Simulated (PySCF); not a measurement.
Isomers of CH10O2Si3, one conformer each; single-point electronic energies without zero-point terms and without any empirical dispersion term.

Computed with PySCF at PBE0/pcSseg-1, non-relativistic, each on one gas-phase PBE0-D3(BJ)/def2-SVP geometry that isn't relaxed in the solvent. The solvent is an IEF-PCM continuum (cavity from Bondi-type radii × 1.2). Only the electrostatic response of the medium enters.

```csv
isomer,"relative energy, gas (kcal/mol)",dipole (D)
`C[SiH](O[SiH3])O[SiH3]`,0.0,0.87
`[SiH3]C[Si@@H](O)O[SiH3]`,21.0,1.56
`C[Si@H]([SiH3])O[SiH2]O`,21.3,1.75
`CO[Si@@H]([SiH3])O[SiH3]`,44.0,1.09
```

Problem. How do the relative energies look in cyclohexane (ε = 2.017)?

Solution. 
| isomer | relative energy, solvent (kcal/mol) | E(solvent) − E(gas) (kcal/mol) | dipole in solvent (D) |
| --- | --- | --- | --- |
| `C[SiH](O[SiH3])O[SiH3]` | 0.0 | -0.6 | 0.97 |
| `[SiH3]C[Si@@H](O)O[SiH3]` | 19.8 | -1.7 | 1.70 |
| `C[Si@H]([SiH3])O[SiH2]O` | 20.0 | -1.9 | 1.91 |
| `CO[Si@@H]([SiH3])O[SiH3]` | 43.7 | -0.9 | 1.17 |

The order is unchanged. Conformers: `[CH3:1][SiH:2]([O:3][SiH3:4])[O:5][SiH3:6]` with C1–Si2–O3–Si4 -89°, C1–Si2–O5–Si6 95°; `[OH:1][Si@H:2]([CH2:3][SiH3:4])[O:5][SiH3:6]` with H–O1–Si2–C3 55°, O1–Si2–C3–Si4 -65°, O1–Si2–O5–Si6 141°; `[CH3:1][Si@H:2]([SiH3:3])[O:4][SiH2:5][OH:6]` with C1–Si2–O4–Si5 73°, Si2–O4–Si5–O6 -58°, O4–Si5–O6–H -69°; `[CH3:1][O:2][Si@@H:3]([SiH3:4])[O:5][SiH3:6]` with C1–O2–Si3–Si4 176°, O2–Si3–O5–Si6 -62°. `C[Si@H]([SiH3])O[SiH2]O` gains most from the continuum, and it has the largest gas-phase dipole. The gains span 1.3 kcal/mol, the gas-phase energies 44.0 kcal/mol.
